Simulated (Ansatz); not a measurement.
CH$_{3}$O$_{2}$Sb (`[OH][Sb]1[CH2][O]1`). The species carries charge 0 and has multiplicity 1. Sb: def2 effective core potential.

```xyz
7

O    -1.625   -0.079    1.314
Sb   -1.040    0.972   -0.227
C     0.872    0.121   -0.547
O    -0.141   -0.478   -1.301
H    -0.975   -0.720    1.615
H     1.285   -0.488    0.260
H     1.624    0.673   -1.113
```

Problem. What are the harmonic wavenumbers in cm⁻¹ at PBE0-D4/def2-TZVP (Ansatz, finite differences of forces, unscaled)? (Best estimate.)

Solution. Computed: 156, 206, 248, 482, 573, 622, 719, 859, 1017, 1112, 1152, 1486, 3052, 3139, 3873.

Problem. Is this a minimum?

Solution. Yes, all 15 modes are real.

Problem. Give the ideal-gas thermochemistry at 298.15 K and 1 bar (rigid rotor, harmonic oscillator; point group C1, symmetry number 1).

Solution. Zero-point energy 111.8 kJ/mol; H(298) − E = 128.3 kJ/mol; entropy 316.6 J/(mol·K), of which translation 172.8, rotation 107.4, vibration 36.4; G(298) − E = 33.9 kJ/mol.

Problem. And at 400, 500, 600, 800 and 1000 K?

Solution. 
| T (K) | H − E (kJ/mol) | S (J/mol/K) | G − E (kJ/mol) |
| --- | --- | --- | --- |
| 400 | 137.1 | 342.0 | 0.3 |
| 500 | 146.9 | 363.8 | -35.0 |
| 600 | 157.6 | 383.2 | -72.3 |
| 800 | 180.6 | 416.3 | -152.4 |
| 1000 | 205.5 | 444.0 | -238.5 |
